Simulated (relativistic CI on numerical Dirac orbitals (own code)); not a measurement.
## What each ingredient does to the levels of Ta⁴⁰⁺

Base calculation: Dirac-Coulomb-Breit CI, orbitals from a KLI potential per configuration, a model potential for QED, unscaled Slater integrals.

Configurations in the expansion (outside the closed core [Ar] 3d10): 4s²4p³, 4s4p⁴, 4s²4p²4d, 4p⁵, 4s4p³4d, 4s²4p²4f, 4s4p³4f, 4p⁴4d, 4s4p²4d², 4s²4p4d4f, 4p⁴4f, 4p³4d4f, 4s4p²4f², 4s²4p²5s, 4p⁴5s, 4s²4p²5p, 4s4p²4d5s, 4s²4p4f5s, 4s4p³5s, 4s²4p²5d, 4s4p³5p, 4s²4p²5f, 4s²4p²5g, 4s4p³5d, 4p³4f5s, 4s4p³5f, 4s²4p²6s, 4s²4p4d², 4s²4d³, 4s4p4d³, 4s²4d²4f, 4s4p4d²4f, 4s²4d²5s, 4p³4d², 4p²4d³, 4p²4d²4f, 4p²4d²5s, 4s²4p4f², 4s²4d4f², 4s4p4d4f², 4s²4f³, 4s4p4f³, 4s²4f²5s, 4p³4f², 4p²4d4f², 4p²4f³, 4p²4f²5s, 4s4p²4d4f, 4s4p4d4f5s, 4s²4p4d5s, 4s4p4d²5s, 4s²4d4f5s, 4s²4d5s², 4p³4d5s, 4p²4d4f5s, 4p²4d5s², 4s4p²4f5s, 4s4p4f²5s, 4s4p4f5s², 4s²4p5s², 4s4p4d5s², 4s²4f5s². Double excitations out of closed p, d and f shells are left out; levels of such configurations are missing from the list, as are those of other unlisted configurations, and high levels can miss mixing partners. These lack a partner that the ground configuration has and come out too high: 4s²4p²5p, 4s²4p²5d, 4s4p³5p, 4s²4p²5f, 4s²4p²5g.

The lowest level and the first level of each name with at least 55 % of one term (blank where a level has no safe partner in the second run):

| Level | Base (eV) | Shift (eV) |
| --- | --- | --- |
| 4s²4p³ ²P°3/2 | 0.000 | 0.000 |
| 4s²4p³ ²D°5/2 | 87.688 | +0.002 |
| 4s²4p³ ²P°1/2 | 94.569 | +0.001 |
| 4s4p⁴ ²S1/2 | 192.758 | +0.082 |
| 4s²4p²4d ⁴D1/2 | 232.626 | +0.169 |
| 4s²4p²4d ²G9/2 | 256.891 | +0.172 |
| 4s²4p²4d ⁴F9/2 | 341.970 | +0.173 |
| 4p⁵ ²P°3/2 | 387.643 | +0.193 |

At this charge energies of transitions that change n are usually good to better than 1 %, and those within a shell (Δn = 0) to a few per cent.

Question: One thing was changed in a second run, which moved the levels as shown. Which?
A. QED terms removed
B. P86 correlation estimate
C. configuration mixing switched off
D. Breit term removed

Answer: B. P86 correlation estimate. A correlation estimate moves all levels of a configuration together before mixing; mixed levels move by a weighted share.

LS names give the leading component of a level, which can be under half, so a name can repeat, a term be missing and a line seem to break the LS rules.
